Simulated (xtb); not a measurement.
A run for xtb: GFN2-xTB on H9NOSi3 (SMILES [SiH3]N[SiH2]O[SiH3]).

```
$ xtb mol.xyz --gfn 2 --sp --chrg 0 --uhf 0
14

Si     0.17094852    -1.35743987    -0.66591555
O     -1.36119758    -1.12910273    -0.12294603
Si    -2.31285525     0.02287864     0.55235017
N      1.03161198     0.11783298    -0.88317023
Si     1.90604067     1.03426685     0.30035157
H      0.07632877    -2.04204973    -1.97089849
H      0.88792174    -2.16774647     0.33761434
H     -3.47025583    -0.64299652     1.18624425
H     -1.55755723     0.78573499     1.57498546
H     -2.79379429     0.96628307    -0.48404265
H      0.95016346     0.53717582    -1.79999042
H      1.29907900     2.36982603     0.51963028
H      3.31725123     1.24473969    -0.10367087
H      1.85631481     0.26049725     1.55955820
```

Give the final energy of this run.

-16.9255 hartree.
